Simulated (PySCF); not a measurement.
H₇O₇Si₂ (SMILES O[Si](O)(O)[OH+][Si](O)(O)O), charge +1, singlet, at a GFN2-xTB geometry; B3LYP/STO-3G run with PySCF.

PySCF was given this input:
```python
from pyscf import gto, scf, dft

mol = gto.Mole()
mol.atom = '''
    O     1.489568    1.614524    0.155186
    Si    1.507012    0.027799    0.349730
    O     1.259549   -0.361340    1.872749
    O     2.591938   -0.869940   -0.404344
    O     0.142242   -0.580651   -0.531351
    Si   -1.501502   -0.050291   -0.370312
    O    -1.529087    1.461630   -0.865880
    O    -2.107809   -1.106336   -1.404134
    O    -1.848910   -0.147645    1.187146
    H     1.765636    2.084047   -0.629914
    H     0.950171    0.235612    2.551215
    H     3.473489   -1.046372   -0.086906
    H     0.313663   -1.280413   -1.171699
    H    -1.553738    2.228224   -0.296573
    H    -2.963048   -1.037314   -1.819863
    H    -2.043241   -0.950830    1.666915
'''
mol.basis = 'sto-3g'
mol.charge = 1
mol.spin = 0
mol.verbose = 4
mol.build()

mf = dft.RKS(mol)
mf.xc = 'b3lyp'
mf.init_guess = 'huckel'
mf.kernel()
```

Output, abridged:

```
PySCF version 2.14.0

[INPUT] verbose = 4
[INPUT] num. atoms = 16
[INPUT] num. electrons = 90
[INPUT] charge = 1
[INPUT] spin (= nelec alpha-beta = 2S) = 0
[INPUT] symmetry False subgroup None
[INPUT] Mole.unit = angstrom
[INPUT] Symbol           X                Y                Z      unit          X                Y                Z       unit  Magmom
[INPUT]  1 O      1.489568000000   1.614524000000   0.155186000000 AA    2.814875563916   3.051008181537   0.293259038367 Bohr   0.0
[INPUT]  2 Si     1.507012000000   0.027799000000   0.349730000000 AA    2.847839946433   0.052532496537   0.660893917544 Bohr   0.0
[INPUT]  3 O      1.259549000000  -0.361340000000   1.872749000000 AA    2.380202650470  -0.682833637850   3.538982710053 Bohr   0.0
[INPUT]  4 O      2.591938000000  -0.869940000000  -0.404344000000 AA    4.898052951853  -1.643948344804  -0.764099420111 Bohr   0.0
[INPUT]  5 O      0.142242000000  -0.580651000000  -0.531351000000 AA    0.268798423410  -1.097271363955  -1.004107866014 Bohr   0.0
[INPUT]  6 Si    -1.501502000000  -0.050291000000  -0.370312000000 AA   -2.837427555487  -0.095036216531  -0.699788260640 Bohr   0.0
[INPUT]  7 O     -1.529087000000   1.461630000000  -0.865880000000 AA   -2.889555650633   2.762080395448  -1.636276056738 Bohr   0.0
[INPUT]  8 O     -2.107809000000  -1.106336000000  -1.404134000000 AA   -3.983181732893  -2.090672041747  -2.653428702190 Bohr   0.0
[INPUT]  9 O     -1.848910000000  -0.147645000000   1.187146000000 AA   -3.493933528970  -0.279008613661   2.243380809873 Bohr   0.0
[INPUT] 10 H      1.765636000000   2.084047000000  -0.629914000000 AA    3.336568475673   3.938278060721  -1.190364942029 Bohr   0.0
[INPUT] 11 H      0.950171000000   0.235612000000   2.551215000000 AA    1.795562961504   0.445242151661   4.821097634882 Bohr   0.0
[INPUT] 12 H      3.473489000000  -1.046372000000  -0.086906000000 AA    6.563942906689  -1.977356504413  -0.164228538581 Bohr   0.0
[INPUT] 13 H      0.313663000000  -1.280413000000  -1.171699000000 AA    0.592737165409  -2.419629896333  -2.214190210427 Bohr   0.0
[INPUT] 14 H     -1.553738000000   2.228224000000  -0.296573000000 AA   -2.936139289329   4.210733104183  -0.560441745941 Bohr   0.0
[INPUT] 15 H     -2.963048000000  -1.037314000000  -1.819863000000 AA   -5.599349213940  -1.960239365177  -3.439042654229 Bohr   0.0
[INPUT] 16 H     -2.043241000000  -0.950830000000   1.666915000000 AA   -3.861165896482  -1.796808291020   3.150012822929 Bohr   0.0

nuclear repulsion = 766.411962344416
number of shells = 38
number of NR pGTOs = 180
number of NR cGTOs = 60
basis = sto-3g
ecp = {}

******** <class 'pyscf.dft.rks.RKS'> ********
method = RKS
initial guess = huckel
damping factor = 0
level_shift factor = 0
DIIS = <class 'pyscf.scf.diis.CDIIS'>
diis_start_cycle = 1
diis_space = 8
diis_damp = 0
SCF conv_tol = 1e-09
SCF conv_tol_grad = None
SCF max_cycles = 50
direct_scf = True
direct_scf_tol = 1e-13
XC library pyscf.dft.libxc version 7.1.2
    S. Lehtola, C. Steigemann, M. J. T. Oliveira, and M. A. L. Marques,  SoftwareX 7, 1–5 (2018)
XC functionals = b3lyp
    P. J. Stephens, F. J. Devlin, C. F. Chabalowski, and M. J. Frisch,  J. Phys. Chem. 98, 11623 (1994)
radial grids:
    Treutler-Ahlrichs [JCP 102, 346 (1995); DOI:10.1063/1.469408] (M4) radial grids

becke partition: Becke, JCP 88, 2547 (1988); DOI:10.1063/1.454033
pruning grids: <function nwchem_prune>
grids dens level: 3
symmetrized grids: False
atomic radii adjust function: <function treutler_atomic_radii_adjust>
small_rho_cutoff = 0
Set gradient conv threshold to 3.16228e-05
Initial guess from on-the-fly Huckel, doi:10.1021/acs.jctc.8b01089.
Spherically averaged atomic HF for {'H', 'O', 'Si'}

******** <class 'pyscf.scf.atom_hf.AtomSphAverageRHF'> ********
method = AtomSphAverageRHF
initial guess = minao
damping factor = 0
level_shift factor = 0
DIIS = <class 'pyscf.scf.diis.CDIIS'>
diis_start_cycle = 1
diis_space = 8
diis_damp = 0
SCF conv_tol = 1e-09
SCF conv_tol_grad = None
SCF max_cycles = 50
direct_scf = True
direct_scf_tol = 1e-13
atom = O
Set gradient conv threshold to 3.16228e-05
Initial guess from minao.
init E= -73.1764948007123
cycle= 1 E= -73.2331923193787  delta_E= -0.0567  |g|=    0  |ddm|= 0.0752
cycle= 2 E= -73.2331923193787  delta_E=    0  |g|=    0  |ddm|= 9.02e-16
Extra cycle  E= -73.2331923193787  delta_E=    0  |g|=    0  |ddm|=    0
Atomic HF for atom  O  converged. SCF energy = -73.2331923193787

******** <class 'pyscf.scf.atom_hf.AtomSphAverageRHF'> ********
method = AtomSphAverageRHF
initial guess = minao
damping factor = 0
level_shift factor = 0
DIIS = <class 'pyscf.scf.diis.CDIIS'>
diis_start_cycle = 1
diis_space = 8
diis_damp = 0
SCF conv_tol = 1e-09
SCF conv_tol_grad = None
SCF max_cycles = 50
direct_scf = True
direct_scf_tol = 1e-13
atom = Si
Set gradient conv threshold to 3.16228e-05
Initial guess from minao.
init E= -284.995762085455
cycle= 1 E= -285.156087816846  delta_E= -0.16  |g|=    0  |ddm|= 0.129
cycle= 2 E= -285.156209299748  delta_E= -0.000121  |g|=    0  |ddm|= 0.00991
cycle= 3 E= -285.156209360337  delta_E= -6.06e-08  |g|=    0  |ddm|= 0.000226
cycle= 4 E= -285.156209360337  delta_E= 5.68e-14  |g|=    0  |ddm|= 5.5e-08
Extra cycle  E= -285.156209360336  delta_E= 1.71e-13  |g|=    0  |ddm|= 5.13e-08
Atomic HF for atom  Si  converged. SCF energy = -285.156209360336

******** 1 electron system ********
Atomic HF for atom  H  converged. SCF energy = -0.466581849557275

  HOMO = -0.184675720812633  LUMO = 0.0880040646626548  gap/eV = 7.41999
tot grids = 205592
init E= -1092.79338789387
  HOMO = -0.29275475157377  LUMO = -0.100300979969785  gap/eV = 5.23693
cycle= 1 E= -1094.9891845337  delta_E= -2.2  |g|= 1.34  |ddm|= 6.48
  HOMO = -0.320067510480756  LUMO = 0.0489613934076422  gap/eV = 10.04179
cycle= 2 E= -1095.24693189295  delta_E= -0.258  |g|= 1.02  |ddm|= 3.72
  HOMO = -0.325994598257327  LUMO = -0.000386518297467497  gap/eV = 8.86025
cycle= 3 E= -1095.60098234545  delta_E= -0.354  |g|= 0.124  |ddm|= 1.63
  HOMO = -0.339283064264064  LUMO = -0.00307304742385062  gap/eV = 9.14874
cycle= 4 E= -1095.60523987998  delta_E= -0.00426  |g|= 0.0453  |ddm|= 0.231
  HOMO = -0.340102025670035  LUMO = -0.00823186169059215  gap/eV = 9.03065
cycle= 5 E= -1095.60582185566  delta_E= -0.000582  |g|= 0.0074  |ddm|= 0.0704
  HOMO = -0.339765151779279  LUMO = -0.00698068244406391  gap/eV = 9.05553
cycle= 6 E= -1095.60583815652  delta_E= -1.63e-05  |g|= 0.00272  |ddm|= 0.0145
  HOMO = -0.339375328165968  LUMO = -0.00678411917113825  gap/eV = 9.05027
cycle= 7 E= -1095.60584051979  delta_E= -2.36e-06  |g|= 0.000287  |ddm|= 0.00456
  HOMO = -0.339425269636723  LUMO = -0.00680772147162467  gap/eV = 9.05098
cycle= 8 E= -1095.60584054639  delta_E= -2.66e-08  |g|= 5.21e-05  |ddm|= 0.000478
  HOMO = -0.339424390423371  LUMO = -0.00680914174788438  gap/eV = 9.05092
cycle= 9 E= -1095.60584054718  delta_E= -7.88e-10  |g|= 1.77e-05  |ddm|= 0.000104
  HOMO = -0.33942292984394  LUMO = -0.00680935775519298  gap/eV = 9.05088
Extra cycle  E= -1095.60584054714  delta_E= 3.68e-11  |g|= 2.03e-05  |ddm|= 5.92e-05
converged SCF energy = -1095.60584054714
```
